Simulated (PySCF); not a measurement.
## Ionisation energy of Ge by level of theory

Ge [Ar] 3d10 4s2 4p2 (3P) → Ge⁺ [Ar] 3d10 4s2 4p1 (2P), as a difference of total energies. Calculation: PySCF 2.14, in aug-cc-pVDZ-PP with ECP10MDF (5s4p3d, 32 functions); a scalar-relativistic core potential. Correlated levels: valence: 3s2 3p6 3d10 frozen. The calculations carry no spin-orbit coupling.

```
           method  ionisation energy (eV)
              UHF                   7.411
           r2SCAN                   8.024
            M06-L                   7.606
    MP2 (valence)                   7.680
SCS-MP2 (valence)                   7.610
   CCSD (valence)                   7.710
CCSD(T) (valence)                   7.722
```

Problem. How much does correlation contribute at CCSD(T) (valence)?

Solution. 7.722 − (7.411) = 0.311 eV, measured against UHF.

Errors of the correlated levels include the incompleteness of this basis and the frozen core.

For comparison: 7.925 eV (measured; NIST levels, between the centres of gravity of the two terms).
